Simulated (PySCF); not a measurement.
**Worked example: chemical shift, span and skew from a shielding tensor**

H₉Si₄, SMILES [SiH3][SiH][SiH2][SiH3] (connectivity only; charge and spin as stated), charge +1, multiplicity 1. Atoms are numbered in the order given.

```xyz
13

Si     2.4355     1.2225    -0.1537
Si     1.0245    -0.6769     0.0026
Si    -1.0503    -0.7931     1.0197
Si    -2.3539     0.1363    -0.7807
H      2.2983     1.6348    -1.5769
H      3.7928     0.7110     0.1684
H      1.9236     2.2281     0.8066
H      1.3918    -1.8168    -0.8869
H     -1.3930    -2.2094     1.3045
H     -1.0344     0.1072     2.2010
H     -3.7217     0.2354    -0.2086
H     -1.7742     1.4648    -1.1094
H     -2.2643    -0.7983    -1.9304
```
Charge +1, spin multiplicity 1.

Geometry: B3LYP-D3(BJ)/def2-SVP. The spin state was assumed, not searched. The isomer is the one that the SMILES or the coordinates give; other isomers of the formula were not compared. One conformer was computed; it need not be the lowest.

GIAO shieldings from PBE0/pcSseg-1 (PySCF), non-relativistic, no solvent. The symmetric part of the tensor of Si3 has the principal values 261.3, 436.3, 452.4 ppm. The same nucleus in TMS has σ = 352.7 ppm at this level (PySCF, at its B3LYP-D3(BJ)/def2-TZVP geometry).

Work out the isotropic shielding, the ²⁹Si shift against TMS, the span and the skew.


σ(iso) = (σ11 + σ22 + σ33)/3 = 383.3 ppm. δ = σ(ref) − σ(iso) = 352.7 − (383.3) = -30.6 ppm.
Span Ω = σ33 − σ11 = 191.1 ppm. Skew κ = 3(σ(iso) − σ22)/Ω = -0.83. Tumbling in solution averages the tensor to δ; in a static solid the shielding alone would spread this spin-1/2 line over Ω.
